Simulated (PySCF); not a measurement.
Calculation: PySCF with PBE-D3(BJ)/def2-TZVP // PBE-D3(BJ)/def2-SVP. All species are isolated molecules in the gas phase. 

Reference species: [V(=O)(F)3] (neutral, multiplicity 1).

```json
{
 "HOMO–LUMO gap": "4.50 eV",
 "charge on the central atom (Mulliken)": "1.45 e"
}
```

Changed species: [Hf(F)4] (M = Hf; the reference has M = V, oxo).

Task: What does the change do to the HOMO–LUMO gap and charge on the central atom (Mulliken)?

Result: the HOMO–LUMO gap increases by 3.87 eV, to 8.37 eV; the charge on the central atom (Mulliken) goes up by 0.09 e, to 1.54 e.
